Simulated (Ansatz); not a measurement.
`[AlH2][SiH](Cl)[AsH2]` + CH₃SH → `CS[AsH2]` + `[AlH2][SiH2]Cl` at 600 K and 1 bar (cleavage of the As–Si bond).

Calculated with Ansatz (gas phase, PBE0-D4/def2-TZVP geometries, no zero-point term in ΔE). CBS: MP2 limit from def2 TZ/QZ plus the TZ coupled-cluster correction, frozen cores. This one scheme is used for every species. For As outer-core shells are correlated without core-valence functions, which leaves a few kJ/mol of doubt a bond. Scalar relativity is left out up to krypton.

| species | CCSD(T)/CBS energy (Eh) | H − E (kJ/mol) | S (J/(mol·K)) |
| --- | --- | --- | --- |
| `[AlH2][SiH](Cl)[AsH2]` | -3228.91795 | 173.3 | 497.6 |
| CH₃SH | -438.22835 | 152.3 | 296.8 |
| `CS[AsH2]` | -2673.84263 | 190.4 | 392.7 |
| `[AlH2][SiH2]Cl` | -993.29495 | 133.4 | 406.0 |

H − E and S are ideal-gas, rigid-rotor, harmonic terms from PBE0-D4/def2-TZVP, for one conformer and one mirror image of each species. 1 Eh = 2625.50 kJ/mol, R = 8.31446 J/(mol·K).

**Question.** By hand: ΔE, ΔH, ΔS and ΔG.

**Answer.** ΔE = (-2673.84263) + (-993.29495) − (-3228.91795) − (-438.22835) = 0.00872 Eh = 22.9 kJ/mol. Δ(H − E) = 190.4 + 133.4 − 173.3 − 152.3 = -1.8, so ΔH = 21.1 kJ/mol. ΔS = 392.7 + 406.0 − 497.6 − 296.8 = 4.3 J/(mol·K). ΔG = 21.1 − 600 × (4.3)/1000 = 18.5 kJ/mol.

**Question.** By hand: the equilibrium constant, and the temperature at which ΔG would vanish if ΔH and ΔS stayed fixed.

**Answer.** log₁₀ K = −ΔG/(RT ln 10) = -1.6. ΔG = 0 at ΔH/ΔS = 4907 K, far beyond where these terms or the molecules hold.

The number of gas molecules stays the same, so ΔS is small and ΔH decides. A doubt of 5 kJ/mol in ΔE shifts log₁₀ K by 0.4 here. Other conformers and mirror images would add mixing entropy, several J/(mol·K) or more a flexible species. Modes under 60 cm⁻¹, often nearly free rotors, make the harmonic entropy too high. These are equilibria of isolated gas molecules and say nothing of rates. Largest T1 diagnostic: 0.011 (customary marks: 0.02 for closed shells, 0.045 for open ones).
